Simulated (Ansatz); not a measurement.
Species: furan-2-ol, C₄H₄O₂, net charge 0, singlet state. 
Structure (B3LYP-D3(BJ)/def2-TZVP (Ansatz, a quantum-chemistry and plane-wave program) minimum search):
```
C
O 1 1.3411
H 2 0.9655 1 108.98
O 1 1.3517 2 116.95 3 0.00
C 1 1.3553 2 131.44 3 -180.00
H 5 1.0750 1 126.56 2 0.00
C 4 1.3834 1 106.55 2 -180.00
C 7 1.3506 4 109.43 1 0.00
H 7 1.0737 8 134.83 5 -180.00
H 8 1.0769 7 126.02 9 0.00
```

Total electronic energies in hartree. Valence correlation only, unless marked. Spin-orbit coupling is left out. Non-relativistic. CBS marks a two-point X^-3 extrapolation of the correlation energy; Hartree-Fock from the larger set. The bracket is a focal-point correction in the basis named.

| level | program | energy (Eh) |
|---|---|---|
| RI-HF/cc-pVQZ | Ansatz | -303.62032 |
| BLYP/def2-TZVPD | Ansatz | -305.28816 |
| B3LYP-D4/def2-TZVPD | Ansatz + dftd4 | ? |
| BHLYP-D3(BJ)/def2-TZVPD | Ansatz + dftd3 | -305.20629 |
| MP2/cc-pVTZ | Ansatz | -304.69879 |
| MP2/CBS(aug-cc-pVTZ,aug-cc-pVQZ) | Ansatz | -304.8569 |
| RI-MP2/CBS(aug-cc-pVTZ,aug-cc-pVQZ)+[CCSD(T)-MP2]/aug-cc-pVDZ | Ansatz | -304.9204 |
| RI-MP2/CBS(aug-cc-pVTZ,aug-cc-pVQZ)+[CCSD(T)-MP2]/aug-cc-pVQZ | Ansatz | -304.9142 |
| CCSD(T)/CBS(aug-cc-pVTZ,aug-cc-pVQZ) | Ansatz | -304.9090 |

### Question
Some entries are withheld; supply them.

### Answer

- B3LYP-D4/def2-TZVPD, energy (Eh): -305.38448
